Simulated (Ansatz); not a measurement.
Conformers of C2H7ClGeO2, SMILES `C[O][Ge]([CH3])([OH])[Cl]`, each relaxed with PBE0-D4/def2-TZVP in Ansatz. CBS adds the triple-zeta coupled-cluster correction to the MP2 limit.

Outer-core shells of Ge are correlated without core-valence functions. Scalar relativity is left out up to krypton. Spin–orbit coupling is left out.

Not all of them had a frequency check.

Conformer A:

Cartesian coordinates in Å:
```
C -1.318 1.362 -0.876
O -0.563 1.147 0.296
Ge 0.730 -0.050 0.347
C 0.164 -1.889 0.349
O 1.616 0.285 1.824
Cl 1.988 0.336 -1.371
H -1.916 0.482 -1.146
H -2.002 2.190 -0.682
H -0.683 1.626 -1.729
H 1.039 -2.533 0.424
H -0.491 -2.061 1.203
H -0.369 -2.115 -0.575
H 1.804 1.220 1.936
```

Conformer B:

```xyz
13

C     0.515   -2.149   -0.007
O    -0.171   -1.050    0.554
Ge   -0.107    0.529   -0.217
C    -1.070    1.775    0.877
O     1.572    1.019   -0.460
Cl   -0.940    0.328   -2.206
H     1.590   -1.953   -0.095
H     0.121   -2.409   -0.996
H     0.372   -3.003    0.658
H    -0.538    1.900    1.820
H    -2.070    1.389    1.071
H    -1.138    2.735    0.367
H     1.865    0.889   -1.366
```

**Question.** Which is lowest in electronic energy at CCSD(T)/CBS (frozen core, def2 sets), and by how much? (An estimate is asked.)

**Answer.** Ansatz gave: B; A lies 3.4 kJ/mol higher.

**Question.** Give the energies relative to B (kJ/mol) with B3LYP-D4/def2-TZVPP, ωB97X-V/def2-TZVPP, PBE0/def2-TZVPP, CCSD/def2-TZVPP, CCSD(T)/def2-TZVPP, SCS-MP2/def2-QZVPP, MP2/CBS(def2). (Best estimate.)

**Answer.** Computed: 
| level | A |
| --- | --- |
| B3LYP-D4/def2-TZVPP | 3.1 |
| ωB97X-V/def2-TZVPP | 3.4 |
| PBE0/def2-TZVPP | 3.1 |
| CCSD/def2-TZVPP | 2.8 |
| CCSD(T)/def2-TZVPP | 2.9 |
| SCS-MP2/def2-QZVPP | 3.2 |
| MP2/CBS(def2) | 3.5 |

B3LYP here is the variant with VWN-RPA as its local correlation; programs differ in this.
